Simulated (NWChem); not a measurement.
SiH$_{3}$SeF; SMILES [SeH][SiH2]F

```xyz
6

Si     0.5403     1.1178    -0.0057
F     -0.7118     2.1364     0.0378
Se    -0.0958    -1.0739     0.0335
H      1.3495     1.2995     1.2213
H      1.3003     1.4122    -1.2427
H     -0.5504    -1.0765    -1.3769
```
Atoms are numbered in this order, from 1.

All runs: NWChem. Structure relaxed at the B3LYP/6-31G* (spherical d) level.

Question: Estimate the computed values for PBE0/def2-SVPD. Quantities: highest occupied level (eV); orbital gap (eV); dipole (D).

Answer: 
```yaml
highest occupied level (eV): -7.52
orbital gap (eV): 7.07
dipole (D): 1.24
```
